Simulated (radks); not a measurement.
Q: Coherent X-ray form factor from a spherical all-electron density. All-electron calculation, scalar-relativistic Kohn-Sham, SCAN, spin-polarised, spherical densities, finite nucleus; meta-GGA in the generalised Kohn-Sham scheme; Fermi nuclear charge, rms radius of each element as measured or else 0.836 A^(1/3) + 0.57 fm. Program: a radial shooting solver on a logarithmic mesh with Libxc functionals.

sin(theta)/lambda (1/angstrom)  f0 (electrons)
0.05                                     6.909
0.1                                      6.648
0.15                                     6.247
0.2                                      5.750
0.25                                     5.204
0.3                                      4.651
0.4                                      3.646
0.5                                      2.869
0.6                                      2.329
0.8                                      1.745
1                                        1.485
1.25                                     1.292
1.5                                      1.126
2                                        0.817

The species is in the configuration that NIST lists as its ground one. Which atom or ion scatters so?

A: The fluorine ion F2+, [He] 2s2 2p3. Extrapolating in s^2 from the first two rows gives f0(0) = 7.0, near the electron count 7; among species with that count, the fall with angle is slower the higher Z, and the table is that of Z = 9; from so few rows the species is fixed only to a neighbour or two.
